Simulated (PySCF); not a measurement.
Correlation energy of Cl²⁺ (chlorine, charge +2)

[Ne] 3s2 3p3, high-spin 4S determinant. Computed with PySCF 2.14 in cc-pV(T+d)Z, with no relativity, point nucleus. Frozen: [Ne]; 5 electrons correlated.

MP2 pair energies summed by pair of shells (mhartree):

```json
{"pair": "3s-3p", "energy": "-63.77", "share (%)": "66.4"}
{"pair": "3p-3p", "energy": "-22.27", "share (%)": "23.2"}
{"pair": "3s-3s", "energy": "-9.97", "share (%)": "10.4"}
```

Total MP2 correlation energy: -96.01 mhartree.

Same-spin part -25.63 and opposite-spin part -70.38 mhartree; SCS-MP2 scales them by 1/3 and 6/5 to -93.00 mhartree.

```json
{"level": "CCSD", "correlation energy (mhartree)": "-117.13"}
{"level": "(T)", "correlation energy (mhartree)": "-3.35"}
{"level": "CCSD(T)", "correlation energy (mhartree)": "-120.48"}
```

Diagnostics: T1 = 0.0029, D1 = 0.0078, largest double amplitude 0.064.

Cost of the coupled-cluster step: 0.75 s of wall time on 1 thread of Neoverse-N1 (shared host), for 5 correlated electrons.

Iterations:

```
CC2 = 0
CCSD nocc = (np.int64(4), np.int64(1)), nmo = (34, 34)
frozen orbitals [[0, 1, 2, 3, 4], [0, 1, 2, 3, 4]]
max_cycle = 100
direct = 0
conv_tol = 1e-08
conv_tol_normt = 1e-06
diis_space = 8
diis_start_cycle = 0
Init t2, MP2 energy = -0.0960065245536841
Init E_corr(UCCSD) = -0.096006524564589
cycle = 1  E_corr(UCCSD) = -0.112411052927838  dE = -0.0164045284  norm(t1,t2) = 0.0386436
cycle = 2  E_corr(UCCSD) = -0.115806980483156  dE = -0.00339592756  norm(t1,t2) = 0.0109854
cycle = 3  E_corr(UCCSD) = -0.11714941294343  dE = -0.00134243246  norm(t1,t2) = 0.00386721
cycle = 4  E_corr(UCCSD) = -0.117127839552375  dE = 2.15733911e-05  norm(t1,t2) = 0.000480861
cycle = 5  E_corr(UCCSD) = -0.117127194339567  dE = 6.45212808e-07  norm(t1,t2) = 3.29301e-05
cycle = 6  E_corr(UCCSD) = -0.117126883477067  dE = 3.108625e-07  norm(t1,t2) = 2.36914e-06
cycle = 7  E_corr(UCCSD) = -0.117126971581695  dE = -8.81046285e-08  norm(t1,t2) = 3.92723e-07
cycle = 8  E_corr(UCCSD) = -0.117126957554436  dE = 1.40272593e-08  norm(t1,t2) = 8.55279e-08
cycle = 9  E_corr(UCCSD) = -0.117126954259336  dE = 3.29509978e-09  norm(t1,t2) = 4.13464e-08
UCCSD converged
E(UCCSD) = -458.3398910342546  E_corr = -0.1171269542593363
UCCSD(T) correction = -0.00334746509854837
```
